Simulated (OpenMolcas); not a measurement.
Cr⁴⁺: effect of the basis set

```yaml
Program: OpenMolcas
Method: RASSCF
Active_space: 8 electrons in 8 orbitals (RAS1 3p, at most 2 holes; RAS2 3d)
State_averaging: 2S+1 = 3 even, 10 roots; 2S+1 = 1 even, 15 roots
Spin-orbit_coupling: state interaction with AMFI integrals over the reference wave functions, term energies averaged over their components
```

A. ANO-R2 [6s4p4d2f], X2C, finite nucleus; cost about 29 core-seconds
B. ANO-RCC-VTZP [6s5p3d2f1g], DKH2, point nucleus; cost about 20 core-seconds
C. ANO-RCC-VQZP [7s6p4d3f2g1h], DKH2, point nucleus; cost of the order of 14 core-seconds

Energies in cm-1 above 3d2 3F2, the measured ground level; measured values from Sugar and Corliss, J. Phys. Chem. Ref. Data 6, 317 (1977).

| Level | A | B | C | Measured |
| --- | --- | --- | --- | --- |
| 3d2 3F2 | 0.0 | 0.0 | 0.0 | 0.0 |
| 3d2 3F3 | 539 | 532 | 523 | 508 |
| 3d2 3F4 | 1228 | 1212 | 1192 | 1142 |
| 3d2 1D2 | 15031 | 14998 | 15054 | 13188 |
| 3d2 3P0 | 18241 | 18194 | 18257 | 15492 |
| 3d2 3P1 | 18432 | 18382 | 18441 | 15677 |
| 3d2 3P2 | 18840 | 18785 | 18836 | 16041 |
| 3d2 1G4 | 26011 | 25969 | 26061 | 22019 |
| 3d2 1S0 | 54158 | 54089 | 54247 | 51146 |

Deviations, from unrounded energies. A percentage is the sum of absolute deviations over the sum of measured energies, with the sign that they share, or ± where signs differ.

| Against measurement | Levels | A | B | C |
| --- | --- | --- | --- | --- |
| mean absolute deviation (cm-1) | 8 | 2200 | 2100 | 2200 |
| fine structure of the ground term (%) | 2 | +7.1 | +5.7 | +3.9 |
| other terms of the ground configuration (%) | 6 | +12.8 | +12.6 | +13.0 |

A, B, C lie about equally close to measurement. The largest miss of B in the table is 3d2 1G4, by +3900 cm-1. The ranking rests on the paired levels alone, and a cruder setting can come out closer through cancelling errors.

Among A to C the level of the table that moves most is 3d2 1S0, by 160 cm-1 (lowest in B, highest in C).

Without dynamic correlation excited terms often stand tens of per cent too high (terms of higher spin than the ground term too low), and those without a measured partner can miss by more than the paired ones. Active for correlation alone: 3p; no level in the range computed is led by a configuration that opens it, so any true level of that kind is missing. Measured partners are found by configuration, term and J. A level has none where our copy of the source lacks it or the pairing is in doubt (some pairs that miss far off the trend of their configuration count as doubtful), and it then counts in no deviation. Only configurations of the active space appear.
